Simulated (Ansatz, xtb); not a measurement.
## Relative energy of two isomers of C3H8Si

We compare a, `C/C=C/[SiH3]`, a singlet, with b, `C=C(C)[SiH3]`, a singlet. Both are isolated molecules in the gas phase, relaxed with B3LYP-D3(BJ)/def2-SVP.

Q: Estimate which is lower in electronic energy at CCSD(T)/def2-SVP + ΔMP2/def2-TZVPP, and by roughly how much.

A: The CCSD(T)/def2-SVP + ΔMP2/def2-TZVPP calculation puts structure a lower, by 4.76 kJ/mol.

How the difference moves with the method:

| level | geometry | E(b) − E(a) (kJ/mol) | departure from the last row (kJ/mol) | job, with rough time for the two |
| --- | --- | --- | --- | --- |
| GFN2-xTB | GFN2-xTB | +3.59 | −1.18 | optimisation, 0.086 s |
| HF/STO-3G | GFN2-xTB | +8.11 | +3.35 | single point, 0.2 s |
| r2SCAN-D4/def2-SVP | GFN2-xTB | +7.45 | +2.68 | single point, 1.4 s |
| B3LYP-D3(BJ)/def2-SVP | B3LYP-D3(BJ)/def2-SVP | +6.05 | +1.28 | optimisation, 17 s |
| HF/def2-SVP | B3LYP-D3(BJ)/def2-SVP | +9.68 | +4.92 | part of the CCSD(T) run |
| MP2/def2-SVP | B3LYP-D3(BJ)/def2-SVP | +5.04 | +0.27 | part of the CCSD(T) run |
| CCSD(T)/def2-SVP | B3LYP-D3(BJ)/def2-SVP | +5.20 | +0.44 | single point |
| CCSD(T)/def2-SVP + ΔMP2/def2-TZVPP | B3LYP-D3(BJ)/def2-SVP | +4.76 |  | single point, 12 s |

As drawn, both hold the same kinds of bond in the same numbers.

The levels shown agree on the order. The largest departure from CCSD(T)/def2-SVP + ΔMP2/def2-TZVPP is that of HF/def2-SVP, 4.92 kJ/mol. The last row adds to CCSD(T) the change of the MP2 difference between the two basis sets, here −0.44 kJ/mol.

With harmonic frequencies from B3LYP-D3(BJ)/def2-SVP (ideal gas, rigid rotor, one conformer each, 298.15 K, 1 atm): the zero-point term adds −0.12 kJ/mol; ΔH is +4.36 and ΔG +4.91 kJ/mol.

The correlated steps freeze 8 core orbitals. Programs: Ansatz 0.2.0, xtb 6.7.1; the last row on 2 threads of Intel(R) Xeon(R) 6975P-C (Granite Rapids) on a shared host.
